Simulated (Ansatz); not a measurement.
Geometry optimisation, RKS PBE0/def2-SVP (Ansatz).

input.yaml

```yaml
crystal:
  periodic: [false, false, false]
  atoms:
    - { symbol: Si, position_ang: [-0.507407, -0.369099, -0.411133] }
    - { symbol: H, position_ang: [0.933913, -0.440328, -0.40553] }
    - { symbol: Cl, position_ang: [-1.211714, -1.911737, -1.559469] }
    - { symbol: Cl, position_ang: [-1.219598, -0.600578, 1.491667] }
    - { symbol: Cl, position_ang: [-1.157112, 1.392958, -1.200671] }
    - { symbol: H, position_ang: [1.751242, 0.543163, 1.033415] }
    - { symbol: F, position_ang: [1.410676, 1.38572, 1.051721] }
basis:
  gaussian: { orbitals: def2-SVP }
hamiltonian:
  xc: pbe0
relax:
  f_tol: 0.03
  max_steps: 50
```

Launched with:

```bash
$ ansatz run input.yaml --threads 2 --pin off --max-ram 3072MiB --backend cpu --events-out ev --progress --plain --runs-dir out
```

Q: Where does it end, and by what steps?

A: The forces met the threshold. After 16 steps the energy has fallen by 0.182 eV; H6 moved furthest, 0.92 Å.

```
step  energy less start (eV)  largest force component (eV/Å)  accepted
   0                  0.0000                           0.850       yes
   1                 -0.0483                           0.412       yes
   2                 -0.0219                           1.780        no
   3                 -0.0601                           0.364       yes
   4                 -0.0674                           0.664       yes
   5                 -0.0869                           0.264       yes
   6                 -0.1105                           0.155       yes
   7                 -0.1246                           0.576       yes
   8                 -0.1467                           0.365       yes
   9                 -0.1470                           0.365       yes
  10                 -0.1644                           0.443       yes
  11                 -0.1354                           1.384        no
  12                 -0.1761                           0.159       yes
  13                 -0.1810                           0.068       yes
  14                 -0.1813                           0.051       yes
  15                 -0.1805                           0.057        no
  16                 -0.1819                           0.011       yes
```

```xyz
7
Properties=species:S:1:pos:R:3
Si -0.429 -0.427 -0.567
H 0.989 -0.629 -0.897
Cl -1.564 -1.878 -1.455
Cl -0.702 -0.605 1.479
Cl -1.099 1.404 -1.159
H 1.120 0.880 1.615
F 1.685 1.256 0.984
```

Whether the end is a true minimum wasn't checked by a vibrational analysis.

Time of the run: 34 s on 2 threads of Arm Neoverse V2 (shared host), peak memory 0.21 GiB.
